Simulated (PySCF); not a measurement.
## From a computed spectrum to the compound

A species of 5 atoms with charge -1 has these harmonic modes (PBE0, small Gaussian bases with core potentials, PySCF 2.14.0):

```csv
cm⁻¹,km/mol,symmetry
428,460.6,t2
428,460.6,t2
428,460.6,t2
479,0.0,e
479,0.0,e
1155,1425.6,t2
1155,1425.6,t2
1155,1425.6,t2
1262,0.0,a1
```

(1) Which species is it, and in which structure?

Results:

(1) [LaH4]− (singlet):
```xyz
5

La    0.0000    0.0000    0.0000
H     1.2855    1.2855    1.2855
H    -1.2855   -1.2855    1.2855
H     1.2855   -1.2855   -1.2855
H    -1.2855    1.2855   -1.2855
```
Ideal gas at 298.15 K and 1 bar: S = 248.5 J/(mol K), Cp = 65.5 J/(mol K), H − H(0 K) = 13.6 kJ/mol (rigid rotor, harmonic modes, spin degeneracy alone). 
 Other answers can fit too; this one was computed.
